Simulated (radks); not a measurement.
Values are calculated unless marked as measured or tabulated.
The silver ion Ag2+, 45 electrons, occupied as [Kr] 4d9.

Level of theory: Dirac Kohn-Sham, SOGGA, spin-unpolarised, spherical densities, finite nucleus; open shells fill j = l - 1/2 first; Fermi nuclear charge, rms radius 4.5454 fm (a radial shooting solver on a logarithmic mesh with Libxc functionals).

Energy parts (eV):
| part | energy |
|---|---|
| total | -144578.694 |
| kinetic | 151296.613 |
| electron-nucleus | -349717.292 |
| Hartree | 57811.498 |
| exchange-correlation | -3969.514 |

Orbitals (lengths in bohr, moments of r in powers of bohr; r(max) is where P^2 peaks):
| orbital | occ. | eigenvalue (eV) | <r^4> | r(max) | small-component weight |
|---|---|---|---|---|---|
| 1s1/2 | 2 | -25322.54 | 4.457e-06 | 0.02016 | 2.96e-02 |
| 2s1/2 | 2 | -3746.846 | 0.0007913 | 0.1141 | 6.20e-03 |
| 2p1/2 | 2 | -3484.169 | 0.0005152 | 0.08820 | 6.22e-03 |
| 2p3/2 | 4 | -3308.993 | 0.0005939 | 0.09246 | 5.97e-03 |
| 3s1/2 | 2 | -705.1206 | 0.03711 | 0.3330 | 1.74e-03 |
| 3p1/2 | 2 | -600.5877 | 0.03674 | 0.3193 | 1.69e-03 |
| 3p3/2 | 4 | -569.6690 | 0.04116 | 0.3293 | 1.62e-03 |
| 3d3/2 | 4 | -384.3958 | 0.03730 | 0.2721 | 1.51e-03 |
| 3d5/2 | 6 | -378.1674 | 0.03867 | 0.2749 | 1.49e-03 |
| 4s1/2 | 2 | -117.2787 | 1.326 | 0.8222 | 4.44e-04 |
| 4p1/2 | 2 | -84.2856 | 1.863 | 0.8590 | 3.87e-04 |
| 4p3/2 | 4 | -79.1388 | 2.114 | 0.8840 | 3.67e-04 |
| 4d3/2 | 4 | -29.1230 | 7.791 | 1.020 | 2.28e-04 |
| 4d5/2 | 5 | -28.5048 | 8.215 | 1.030 | 2.23e-04 |

The highest occupied level is 4d5/2 at -28.505 eV. The electron density at the nucleus is 1.455e+05 e/bohr^3. Summed over all electrons, <r^2> = 29.98 bohr^2, which gives a Langevin (diamagnetic) susceptibility term of -23.7 x 10^-6 cm^3/mol.
